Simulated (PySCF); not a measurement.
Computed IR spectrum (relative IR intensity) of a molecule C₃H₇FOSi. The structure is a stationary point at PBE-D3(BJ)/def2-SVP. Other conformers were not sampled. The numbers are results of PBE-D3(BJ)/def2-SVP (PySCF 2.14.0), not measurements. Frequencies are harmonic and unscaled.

Lines under 2 % of the strongest are left out, and lines within 2 cm⁻¹ are merged.

```json
[
 {"ν (cm⁻¹)": "66", "relative intensity": "2.0"},
 {"ν (cm⁻¹)": "186", "relative intensity": "7.5"},
 {"ν (cm⁻¹)": "254", "relative intensity": "40"},
 {"ν (cm⁻¹)": "318", "relative intensity": "7.7"},
 {"ν (cm⁻¹)": "441", "relative intensity": "21"},
 {"ν (cm⁻¹)": "600", "relative intensity": "40"},
 {"ν (cm⁻¹)": "699", "relative intensity": "14"},
 {"ν (cm⁻¹)": "746", "relative intensity": "3.2"},
 {"ν (cm⁻¹)": "806", "relative intensity": "39"},
 {"ν (cm⁻¹)": "861", "relative intensity": "2.2"},
 {"ν (cm⁻¹)": "868", "relative intensity": "100"},
 {"ν (cm⁻¹)": "893", "relative intensity": "64"},
 {"ν (cm⁻¹)": "926", "relative intensity": "54"},
 {"ν (cm⁻¹)": "949", "relative intensity": "7.8"},
 {"ν (cm⁻¹)": "1109", "relative intensity": "31"},
 {"ν (cm⁻¹)": "1149", "relative intensity": "54"},
 {"ν (cm⁻¹)": "1409", "relative intensity": "5.9"},
 {"ν (cm⁻¹)": "1663", "relative intensity": "71"},
 {"ν (cm⁻¹)": "2125", "relative intensity": "74"},
 {"ν (cm⁻¹)": "2182", "relative intensity": "58"},
 {"ν (cm⁻¹)": "2960", "relative intensity": "10"},
 {"ν (cm⁻¹)": "3028", "relative intensity": "4.7"},
 {"ν (cm⁻¹)": "3074", "relative intensity": "2.9"},
 {"ν (cm⁻¹)": "3765", "relative intensity": "38"}
]
```

Which structure fits?
(A) C=C(F)C[SiH2]O
(B) F[C@]1([SiH3])CCO1
(C) C/C(=C\F)[SiH2]O
(D) O[C@@H]1CC[Si@@H]1F

C, C/C(=C\F)[SiH2]O
